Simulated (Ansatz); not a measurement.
A set of 12 reactions (ligand exchange), with CCSD(T)/CBS values in kJ/mol:

```
                                                                    reaction      ΔE
                                           `CBCC#CC` + H–F → `CBF` + `CC#CC`  -142.3
                     `[F][Ga]([SH])[Cl]` + H₂Se → `[F][Ga]([SH])[SeH]` + HCl     5.3
            `[NH2][Zr]([OH])([F])[F]` + H₂S → `[OH][Zr]([F])([F])[SH]` + NH₃   -30.6
                       `C[Si](N)(O)[SiH3]` + H₂S → `C[Si](O)([SiH3])S` + NH₃   -11.8
`N[SiH]([SiH3])CCl` + `N=C1C[SiH2]1` → `[SiH3]/N=C1\C[SiH2]1` + `N[SiH2]CCl`   -38.2
               `C[O][GeH]([F])[S]C` + CH₃NH₂ → `C[NH][GeH]([F])[O]C` + CH₃SH    28.4
                              `CC([SiH3])BCl` + CH₃OH → `COBCl` + `CC[SiH3]`  -123.8
                                               `OBS` + `OCO` → `OBOCO` + H₂S   -55.8
               `CO[SiH](F)[O][GeH3]` + `C=N` → `C=[N][GeH3]` + `CO[SiH](O)F`    42.3
                                 `CB[SiH3]` + `N[SiH3]` → `CBN[SiH3]` + SiH₄  -158.0
                           `CB(C)N[SiH3]` + `NCCO` → `OCCN[SiH3]` + `CB(C)N`    -5.0
  `C[N]([GeH3])[SiH2]O` + `C[SiH](O)O` → `C[SiH](O)O[SiH2]O` + `C[NH][GeH3]`   -52.5
```

Program: Ansatz. Geometries: PBE0-D4/def2-TZVP. ΔE: electronic, gas phase. CBS: MP2 limit from def2 TZ/QZ plus the TZ coupled-cluster correction, frozen cores. This one scheme is used for every species. DFT in def2-TZVPP. B3LYP here is the variant with VWN-RPA as its local correlation; programs differ in this. Elements past krypton have def2 core potentials. For Ga, Ge, Se, Zr outer-core shells are correlated without core-valence functions, which leaves a few kJ/mol of doubt a bond. Scalar relativity is left out up to krypton. Each species was taken in one conformer, which may not be the lowest.

Give the mean, mean absolute and largest difference (level minus CCSD(T)/CBS, kJ/mol) for: PBE-D4, PBE0-D4, B3LYP-D4, ωB97X-V, PBE, r2SCAN, B3LYP, SCS-MP2/def2-TZVPP, CCSD/def2-TZVPP, CCSD(T)/def2-TZVPP, MP2/def2-QZVPP, SCS-MP2/def2-QZVPP, HF/CBS(def2), CCSD/CBS(def2). (Estimate.)

Ansatz gave: 
```json
{"level": "PBE-D4", "mean": "2.4", "mean absolute": "6.8", "largest": "15.1"}
{"level": "PBE0-D4", "mean": "1.7", "mean absolute": "4.5", "largest": "11.5"}
{"level": "B3LYP-D4", "mean": "-1.7", "mean absolute": "3.5", "largest": "-11.0"}
{"level": "ωB97X-V", "mean": "-0.2", "mean absolute": "3.3", "largest": "-10.8"}
{"level": "PBE", "mean": "1.4", "mean absolute": "6.6", "largest": "14.4"}
{"level": "r2SCAN", "mean": "-0.9", "mean absolute": "3.9", "largest": "-6.6"}
{"level": "B3LYP", "mean": "-3.4", "mean absolute": "6.1", "largest": "-22.7"}
{"level": "SCS-MP2/def2-TZVPP", "mean": "-2.1", "mean absolute": "4.0", "largest": "-10.5"}
{"level": "CCSD/def2-TZVPP", "mean": "-1.0", "mean absolute": "3.8", "largest": "-9.5"}
{"level": "CCSD(T)/def2-TZVPP", "mean": "-0.5", "mean absolute": "1.9", "largest": "-3.7"}
{"level": "MP2/def2-QZVPP", "mean": "-1.1", "mean absolute": "3.2", "largest": "-9.7"}
{"level": "SCS-MP2/def2-QZVPP", "mean": "-1.8", "mean absolute": "3.2", "largest": "-10.9"}
{"level": "HF/CBS(def2)", "mean": "-6.7", "mean absolute": "14.4", "largest": "-41.3"}
{"level": "CCSD/CBS(def2)", "mean": "-0.5", "mean absolute": "2.2", "largest": "-5.7"}
```

The largest T1 diagnostic in the set is 0.017, for `[OH][Zr]([F])([F])[SH]` (customary mark 0.02).

CCSD(T)/CBS is a level of theory with its own doubt, and the functionals carry their triple-zeta basis error, so these figures describe this set and don't rank the functionals.
